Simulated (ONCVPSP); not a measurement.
**Os: ONCV pseudisation with PBE, fully relativistic reference atom.**

ONCVPSP 4.0.1 input, shortened (lines: element, Z, core and valence counts, functional; n l f; lmax; l rc ep ncon nbas qcut; lloc lpopt rc5 dvloc0; l nproj debl; icmod fcfact rcfact), PBE, fully relativistic:

```
  Os 76.00   10    4        4      upf
    1    0    2.00
    2    0    2.00
    2    1    6.00
    3    0    2.00
    3    1    6.00
    3    2   10.00
    4    0    2.00
    4    1    6.00
    4    2   10.00
    4    3   14.00
    5    0    2.00
    5    1    6.00
    5    2    6.00
    6    0    2.00
    2
    0    1.70    0.00    4    9    6.30
    1    1.60    0.00    4    7    7.60
    2    1.55    0.00    4    8    5.70
    4    5    1.45    0.00
    0    2    1.70
    1    1    2.40
    2    1    1.50
    3    6.00    1.60
```

Open shells are filled in proportion to 2j + 1.

Poles of the logarithmic derivatives, all-electron (AE) and pseudo (PS). s: poles at -3.0 (AE) and -3.0 (PS) Ha. p3/2: poles at -0.8 (AE) and -0.8 (PS) Ha. p1/2: poles at -1.5 (AE) and -1.5 (PS) Ha. d5/2: poles at 2.1 (AE) and 2.1 (PS) Ha. d3/2: poles at 1.9 (AE) and 1.9 (PS) Ha. Test radii: s 1.73, p3/2 1.63, p1/2 1.63, d5/2 1.57, d3/2 1.57 bohr.

- Cutoffs needed: 22 Ha and 41 Ha (the cutoffs (Ha) at which the residual kinetic energy of the hardest occupied pseudo-wave falls to 1 and 0.1 mHa per electron)
- Ghost test: no bound ghost flagged; no localised positive-energy state flagged
- Largest excitation error: +48 meV (all-electron minus pseudo) for 5s2 5p6 5d5 6s2 6p1, out of 4 test configurations
- rms error of d²Exc/dni dnj: 9.55 mHa without and 1.88 mHa with the model core
